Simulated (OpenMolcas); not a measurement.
**Lines of La I: computed and rescaled rates**

```yaml
Program: OpenMolcas
Method: "MS-CASPT2, IPEA 0.25 Eh, imaginary shift 0.1 Eh (closed shells correlated: 5s 5p)"
Basis: ANO-RCC-VQZP [9s8p6d4f3g2h]
Scalar_Hamiltonian: DKH2, point nucleus
Active_space: 3 electrons in 6 orbitals (5d 6s)
State_averaging: 2S+1 = 2 even, 65 roots; 2S+1 = 4 even, 20 roots kept (CI in the orbitals of an earlier block)
Spin-orbit_coupling: state interaction with AMFI integrals over the reference wave functions, term energies averaged over their components
```

Rates come from the transition moments of the reference wave functions (E1 and E2 in the length form). At fixed line strength A goes as λ^-3 for E1 and M1 and as λ^-5 for E2, so a rate at the computed wavelength can be rescaled to the measured one. Measured vacuum wavelengths follow from level energies in NIST Handbook of Basic Atomic Spectroscopic Data. Branching counts decays inside the model space alone, at computed energies, and the table is only a selection of the E2 and M1 lines, drawn from those between levels with measured partners whose computed energy lies within a factor of 1.5 of the measured one.

| Upper | Lower | Type | λ computed (nm) | λ measured (nm) | A computed (s-1) | A rescaled (s-1) | Branching % |
| --- | --- | --- | --- | --- | --- | --- | --- |
| 5d3 4F 3/2 | 5d2 6s 4F 3/2 | E2 | 1093 | 1024 | 5.10e-01 | 7.07e-01 | 49.5 |
| 5d3 4F 7/2 | 5d2 6s 4F 7/2 | E2 | 1085 | 1026 | 4.43e-01 | 5.86e-01 | 37.6 |
| 5d3 4F 7/2 | 5d2 6s 4F 5/2 | E2 | 1032 | 977.7 | 4.37e-01 | 5.73e-01 | 37.2 |
| 5d3 4F 3/2 | 5d2 6s 4F 5/2 | E2 | 1134 | 1062 | 4.26e-01 | 5.91e-01 | 41.3 |
| 5d3 4F 5/2 | 5d2 6s 4F 3/2 | E2 | 1048 | 988.2 | 4.08e-01 | 5.47e-01 | 37.0 |
| 5d3 4F 5/2 | 5d2 6s 4F 7/2 | E2 | 1146 | 1076 | 3.54e-01 | 4.85e-01 | 32.1 |
| 5d3 4F 5/2 | 5d2 6s 4F 5/2 | E2 | 1086 | 1023 | 2.82e-01 | 3.80e-01 | 25.6 |
| 5d3 4F 7/2 | 5d2 6s 4F 9/2 | E2 | 1162 | 1097 | 2.19e-01 | 2.92e-01 | 18.6 |
| 5d2 6s 2G 7/2 | 5d 6s2 2D 3/2 | E2 | 1090 | 1004 | 1.37e-01 | 2.07e-01 | 61.7 |
| 5d2 6s 2G 9/2 | 5d 6s2 2D 5/2 | E2 | 1208 | 1128 | 1.03e-01 | 1.45e-01 | 68.1 |
| 5d2 6s 2F 5/2 | 5d 6s2 2D 3/2 | E2 | 1703 | 1426 | 8.75e-02 | 2.13e-01 | 69.4 |
| 5d2 6s 2F 7/2 | 5d 6s2 2D 5/2 | E2 | 1697 | 1429 | 8.42e-02 | 1.99e-01 | 61.9 |
| 5d2 6s 2G 7/2 | 5d 6s2 2D 5/2 | E2 | 1208 | 1123 | 4.42e-02 | 6.37e-02 | 19.9 |
| 5d2 6s 4P 3/2 | 5d 6s2 2D 5/2 | E2 | 1388 | 1553 | 3.17e-02 |  | 38.2 |
| 5d2 6s 2F 7/2 | 5d 6s2 2D 3/2 | E2 | 1472 | 1242 | 2.87e-02 | 6.71e-02 | 21.1 |
| 5d2 6s 2G 9/2 | 5d2 6s 4F 9/2 | M1 | 1868 | 1725 | 2.66e-02 |  | 17.6 |
| 5d2 6s 4P 3/2 | 5d2 6s 4F 5/2 | E2 | 1864 | 2232 | 1.55e-02 | 6.30e-03 | 18.6 |
| 5d 6s2 2D 5/2 | 5d 6s2 2D 3/2 | M1 | 11110 | 9495 | 7.96e-03 | 1.28e-02 | 100.0 |
| 5d2 6s 4F 9/2 | 5d2 6s 4F 7/2 | M1 | 16390 | 15950 | 6.08e-03 | 6.60e-03 | 100.0 |
| 5d2 6s 4F 7/2 | 5d2 6s 4F 5/2 | M1 | 20880 | 20640 | 4.68e-03 | 4.85e-03 | 59.1 |
| 5d2 6s 4F 7/2 | 5d 6s2 2D 5/2 | M1 | 4314 | 4096 | 3.23e-03 |  | 40.8 |
| 5d2 6s 4F 5/2 | 5d2 6s 4F 3/2 | M1 | 30210 | 29260 | 1.54e-03 | 1.69e-03 | 56.4 |
| 5d2 6s 4F 3/2 | 5d 6s2 2D 3/2 | M1 | 4153 | 3748 | 1.18e-03 |  | 75.9 |
| 5d2 6s 4F 5/2 | 5d 6s2 2D 3/2 | M1 | 3651 | 3322 | 8.78e-04 |  | 32.2 |
| 5d2 6s 4F 3/2 | 5d 6s2 2D 5/2 | M1 | 6632 | 6192 | 3.70e-04 |  | 23.9 |

Spin-changing lines and M1 lines between different terms are not rescaled, since their strength hangs on the term gaps too.

The largest correction is for 5d2 6s 4P 3/2 → 5d2 6s 4F 5/2 (E2): 1.55e-02 × (1864 / 2232)^5 = 6.30e-03 s-1, a factor of 0.41.

The computed order of these levels differs from the measured one in 2 places, and where term gaps are wrong the rates of spin-changing lines can be off by large factors.

No measured rate stands beside these. Rescaling mends the energy factor alone: line strengths can still be far off where a level mixes with configurations outside the active space, and weak or spin-changing lines hang on small mixing coefficients that depend on the term gaps too, so rescaling need not improve them.

CASPT2 does not keep the components of a term degenerate, so their means are used; among the terms shown or strongly mixed into the levels shown the widest spread is 1200 cm-1 (5d2 6s 2F). Over all roots computed the reference weight is 0.83 to 0.91; the roots of lowest weight are the least certain, and an intruder state may touch them. Terms from blocks run as CI alone lack orbitals of their own. Configurations are named by rounded mean occupations; where the s occupation lies near a half they are strongly mixed, a name can repeat and a true partner stay unpaired. A single d shell beside an s shell can misplace configurations of different d count against each other. The CASPT2 spread within a term exceeds the gap to the next term for 5d2 6s 2P and 5d2 6s 4P, 5d2 6s 4P and 5d2 6s 2G, so the order of their levels is uncertain, and so are names and mixing where such terms share a J. Measured partners are found by configuration, term and J. A level has none where our copy of the source lacks it or the pairing is in doubt (some pairs that miss far off the trend of their configuration count as doubtful). Levels of configurations outside the active space are missing.
